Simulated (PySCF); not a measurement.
# Relaxation of singlet ScS₂⁻

Computed with PBE0/[Sc def2-TZVPD, S def2-TZVPD], no relativity, density fitting, PySCF. A (50,194) grid was used.

A start displaced from a saddle point along its imaginary mode, of C2v symmetry, held to at least that symmetry:

```xyz
3
charge -1 multiplicity 1, angstrom
Sc   -0.1311   -0.2129    0.0000
S     0.0922    0.1497    2.2712
S     0.0922    0.1497   -2.2712
```

(1) What forces act on the atoms at the start (eV/Å)?

(2) What does it relax to?

(3) How much energy is released, and in how many steps?

Results:

(1) 
| atom | Fx | Fy | Fz |
| --- | --- | --- | --- |
| Sc1 | 0.14 | 0.23 | 0.00 |
| S2 | -0.07 | -0.12 | -0.75 |
| S3 | -0.07 | -0.12 | 0.75 |

(2) It ends at C2v with Sc–S 2.260 Å (×2); S–Sc–S 150.2°. The frequency run here used a shortcut that can spoil soft modes, so no verdict on minimum or saddle point is given. Other isomers or separated fragments may lie lower.

(3) 3.9 kJ/mol in 7 steps.

The relaxation took about 110 core-seconds on a shared host.
